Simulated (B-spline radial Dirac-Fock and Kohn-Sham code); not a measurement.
**Relative photoemission cross sections at Cr Kα (5414.7 eV): 1s, H to Ti**

Method: Dirac-Hartree-Slater photoionisation with all multipoles and Dirac-Fock thresholds. Computed with a radial B-spline solver. Cross sections are relative to C 1s, computed as 0.2777 kb at this energy; β is from the dipole term. Free atoms in their tabulated ground configurations, whose changes along a row show as steps; without correlation, outer binding energies come out low.

```
 Z  element      σ 1s  β 1s  binding 1s (eV)
 1        H  0.000135  2.00            13.61
 2       He   0.00646  2.00            23.45
 4       Be     0.164  2.00            123.3
 5        B     0.449  2.00            200.8
 6        C      1.00  2.00            297.0
 7        N      1.93  2.00            411.9
 8        O      3.38  2.00            545.6
 9        F      5.49  2.00            698.0
10       Ne      8.41  2.00            869.3
12       Mg      17.2  2.00           1310.8
13       Al      23.3  2.00           1568.1
14       Si      30.7  2.00           1848.7
18       Ar      75.1  2.00           3205.8
20       Ca       107  2.00           4047.7
21       Sc       125  2.00           4500.0
22       Ti       145  2.00           4976.3
```
